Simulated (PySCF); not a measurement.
**Stretching SbS**

Set-up: PySCF, scalar-relativistic core potentials, basis sets Sb cc-pVDZ-PP with ECP28, S cc-pV(D+d)Z. Energies in eV from Sb + S in their ground configurations at the same level. State: ²Π (doublet), unpaired electrons π ↑.

All columns are PBE0. A positive dipole means Sb(−)S(+).

| R (Å) | E (eV) | μ (D) | Mulliken charge on Sb (basis-dependent) | HOMO (eV) | LUMO (eV) | Mayer bond order | ⟨S²⟩ |
| --- | --- | --- | --- | --- | --- | --- | --- |
| 1.915 | -1.585 | -1.34 | 0.25 | -4.74 | -2.97 | 2.25 | 0.75 |
| 2.004 | -2.566 | -1.70 | 0.27 | -4.95 | -3.19 | 2.24 | 0.75 |
| 2.093 | -3.097 | -2.05 | 0.28 | -5.15 | -3.40 | 2.22 | 0.75 |
| 2.160 | -3.281 | -2.29 | 0.29 | -5.30 | -3.55 | 2.21 | 0.76 |
| 2.227 | -3.328 | -2.52 | 0.30 | -5.44 | -3.69 | 2.20 | 0.76 |
| 2.294 | -3.273 | -2.74 | 0.31 | -5.56 | -3.83 | 2.19 | 0.77 |
| 2.383 | -3.090 | -2.94 | 0.31 | -5.72 | -3.97 | 2.11 | 0.84 |
| 2.494 | -2.779 | -2.95 | 0.29 | -5.88 | -3.99 | 1.85 | 1.10 |
| 2.628 | -2.382 | -2.92 | 0.27 | -6.03 | -3.91 | 1.53 | 1.36 |
| 2.806 | -1.872 | -3.00 | 0.25 | -6.17 | -3.77 | 1.23 | 1.59 |

A fit through these points gives, at Re = 2.221 Å, μ = -2.51 D and dμ/dR = -3.39 D/Å; the reduced mass is 25.29 u.

Task: How strong is the fundamental in the double-harmonic approximation, I = 42.26·(dμ/dR)²/μred km/mol?

Result: I = 42.26·(-3.39)²/25.29 = 19.2 km/mol at PBE0.

⟨S²⟩ of the unrestricted solution departs from its pure value on part of the curve, where spin states mix. These are scalar-relativistic numbers at best; spin–orbit coupling would shift them, the dissociation energy most. The state was picked by a PBE0 search and need not be the measured ground state.
